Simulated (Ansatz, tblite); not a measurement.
Spin states of BeTe₂⁻, each relaxed with PBE-D4/def2-TZVPD in Ansatz. Electronic energies in the gas phase.

In the def2 sets Te takes a core potential; there is no spin–orbit coupling. The xTB rows come from tblite. LC-ωPBE has ω = 0.4 bohr⁻¹. Correlated methods freeze 8 core orbitals; core or outer-core shells of Te are correlated, in sets that lack core-valence functions. In CCSD on the charge -1 doublet the largest single amplitude is 0.30, so its Hartree–Fock determinant may place the open shell otherwise than the density functionals do. HOMO above LUMO, or a gap near zero within one spin, warns that the state may not be the lowest or that an electron is smeared out. The structure comes from a short search, and lower isomers may exist.

Doublet geometry (D∞h within 0.1 Å):

```xyz
3

Be    0.001    0.000    0.001
Te   -1.463   -1.118    1.239
Te    1.463    1.118   -1.240
```

Quartet geometry (C2v within 0.1 Å):

```xyz
3

Be   -0.0394    0.9070   -0.6742
Te    1.6412   -0.5232    0.1484
Te   -1.6018   -0.3838    0.5258
```

⟨S²⟩: doublet 0.77 at PBE0-D4/def2-TZVPD (pure 0.75), quartet 3.77 at PBE0-D4/def2-TZVPD (pure 3.75).

Run but left out: BLYP-D4/def2-TZVPD (doublet: an occupied level 0.03 eV above an empty one).

Only these spin states were relaxed. The quartet has other bonds than the doublet, so the gap mixes isomer and spin.

```
              level  quartet − doublet (kJ/mol)  lowest of these                                                             remarks
           GFN1-xTB                       231.4          doublet                                                                   –
           GFN2-xTB                       297.9          doublet                                                                   –
  PBE-D4/def2-TZVPD                       194.6          doublet  HOMO above zero (quartet), gap within one spin near zero (doublet)
 LC-ωPBE/def2-TZVPD                       205.5          doublet                                                                   –
PBE-QIDH/def2-TZVPD                       213.1          doublet                                                                   –
 RPA@PBE/def2-TZVPD                       211.1          doublet                                                                   –
    MP2/def2-TZVPPD                       223.0          doublet                                                                   –
   CCSD/def2-TZVPPD                       211.0          doublet                                                                   –
```

The xTB methods have no spin-polarisation term.
